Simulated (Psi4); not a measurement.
Relaxed torsion scan: C4H6O2, SMILES CC(=O)C(C)=O. Scanned: dihedral O3–C2–C4–O6; all other coordinates were relaxed at B3LYP-D3(BJ)/def2-SVP. Points at φ and −φ are mirror images. Heavy atoms are numbered in the order of the SMILES CC(=O)C(C)=O, hydrogens after them in the order of the atoms that carry them; the mirror image has the same energies with the sign of each dihedral reversed.

Computed with: PBE/def2-TZVP // B3LYP-D3(BJ)/def2-SVP (Psi4); PBE-D3(BJ)/def2-TZVP // B3LYP-D3(BJ)/def2-SVP (Psi4); MP2/cc-pVTZ = DF-MP2 (frozen core)/cc-pVTZ // B3LYP-D3(BJ)/def2-SVP (Psi4).

Energies relative to the lowest point of each profile, in kcal/mol; the last columns give the difference from MP2:

```json
[
 {"φ / °": "-150", "PBE/def2-TZVP": "0.4", "PBE-D3(BJ)/def2-TZVP": "0.4", "MP2/cc-pVTZ": "0.7", "PBE/def2-TZVP − MP2/cc-pVTZ": "-0.3", "PBE-D3(BJ)/def2-TZVP − MP2/cc-pVTZ": "-0.3"},
 {"φ / °": "-120", "PBE/def2-TZVP": "1.4", "PBE-D3(BJ)/def2-TZVP": "1.4", "MP2/cc-pVTZ": "2.5", "PBE/def2-TZVP − MP2/cc-pVTZ": "-1.1", "PBE-D3(BJ)/def2-TZVP − MP2/cc-pVTZ": "-1.1"},
 {"φ / °": "-90", "PBE/def2-TZVP": "3.4", "PBE-D3(BJ)/def2-TZVP": "3.4", "MP2/cc-pVTZ": "4.9", "PBE/def2-TZVP − MP2/cc-pVTZ": "-1.5", "PBE-D3(BJ)/def2-TZVP − MP2/cc-pVTZ": "-1.5"},
 {"φ / °": "-60", "PBE/def2-TZVP": "5.2", "PBE-D3(BJ)/def2-TZVP": "5.1", "MP2/cc-pVTZ": "6.2", "PBE/def2-TZVP − MP2/cc-pVTZ": "-1.0", "PBE-D3(BJ)/def2-TZVP − MP2/cc-pVTZ": "-1.1"},
 {"φ / °": "-30", "PBE/def2-TZVP": "5.8", "PBE-D3(BJ)/def2-TZVP": "5.7", "MP2/cc-pVTZ": "6.3", "PBE/def2-TZVP − MP2/cc-pVTZ": "-0.5", "PBE-D3(BJ)/def2-TZVP − MP2/cc-pVTZ": "-0.6"},
 {"φ / °": "0", "PBE/def2-TZVP": "6.2", "PBE-D3(BJ)/def2-TZVP": "6.0", "MP2/cc-pVTZ": "6.6", "PBE/def2-TZVP − MP2/cc-pVTZ": "-0.4", "PBE-D3(BJ)/def2-TZVP − MP2/cc-pVTZ": "-0.5"},
 {"φ / °": "30", "PBE/def2-TZVP": "5.8", "PBE-D3(BJ)/def2-TZVP": "5.7", "MP2/cc-pVTZ": "6.3", "PBE/def2-TZVP − MP2/cc-pVTZ": "-0.5", "PBE-D3(BJ)/def2-TZVP − MP2/cc-pVTZ": "-0.6"},
 {"φ / °": "60", "PBE/def2-TZVP": "5.2", "PBE-D3(BJ)/def2-TZVP": "5.1", "MP2/cc-pVTZ": "6.2", "PBE/def2-TZVP − MP2/cc-pVTZ": "-1.0", "PBE-D3(BJ)/def2-TZVP − MP2/cc-pVTZ": "-1.1"},
 {"φ / °": "90", "PBE/def2-TZVP": "3.4", "PBE-D3(BJ)/def2-TZVP": "3.4", "MP2/cc-pVTZ": "4.9", "PBE/def2-TZVP − MP2/cc-pVTZ": "-1.5", "PBE-D3(BJ)/def2-TZVP − MP2/cc-pVTZ": "-1.5"},
 {"φ / °": "120", "PBE/def2-TZVP": "1.4", "PBE-D3(BJ)/def2-TZVP": "1.4", "MP2/cc-pVTZ": "2.5", "PBE/def2-TZVP − MP2/cc-pVTZ": "-1.1", "PBE-D3(BJ)/def2-TZVP − MP2/cc-pVTZ": "-1.1"},
 {"φ / °": "150", "PBE/def2-TZVP": "0.4", "PBE-D3(BJ)/def2-TZVP": "0.4", "MP2/cc-pVTZ": "0.7", "PBE/def2-TZVP − MP2/cc-pVTZ": "-0.3", "PBE-D3(BJ)/def2-TZVP − MP2/cc-pVTZ": "-0.3"},
 {"φ / °": "180", "PBE/def2-TZVP": "0.0", "PBE-D3(BJ)/def2-TZVP": "0.0", "MP2/cc-pVTZ": "0.0", "PBE/def2-TZVP − MP2/cc-pVTZ": "0.0", "PBE-D3(BJ)/def2-TZVP − MP2/cc-pVTZ": "0.0"}
]
```

PBE/def2-TZVP is furthest from MP2/cc-pVTZ at -90 (-1.5 kcal/mol, below); its mean absolute difference over the points is 0.8 kcal/mol.

PBE-D3(BJ)/def2-TZVP is furthest from MP2/cc-pVTZ at -90 (-1.5 kcal/mol, below); its mean absolute difference over the points is 0.8 kcal/mol.
